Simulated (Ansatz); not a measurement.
Mulliken charges of C₂H₆CuN, SMILES `C[N](C)[Cu]` from B3LYP/def2-TZVPP in Ansatz (PBE0-D4/def2-TZVP geometry).

```tsv
atom	x (Å)	y (Å)	z (Å)	charge (e)
C1	-0.203	1.019	-0.587	-0.111
N2	-0.357	-0.400	-0.392	-0.335
C3	0.575	-0.877	0.599	-0.111
Cu4	-2.084	-1.009	-0.231	0.123
H5	-0.888	1.387	-1.355	0.079
H6	-0.351	1.631	0.321	0.066
H7	0.823	1.230	-0.936	0.073
H8	0.484	-1.957	0.737	0.079
H9	0.481	-0.399	1.591	0.066
H10	1.605	-0.676	0.256	0.073
```

Task: By hand: the dipole of these point charges (1 e Å = 4.8032 D).

Result: Σ q r = (-0.024, 0.071, 0.129) e Å, of length 0.149 e Å = 0.72 D.

Task: How does the dipole of the full density compare? (Estimate.)

Result: Computed: (-0.442, -0.137, 0.071) e Å, 2.25 D; the point charges give 0.32 times that, at 82° from its direction.

Point charges leave out the atoms' own dipoles, such as those of lone pairs, and Mulliken's split depends on the basis, so the two needn't agree.

B3LYP here is the variant with VWN-RPA as its local correlation; programs differ in this.
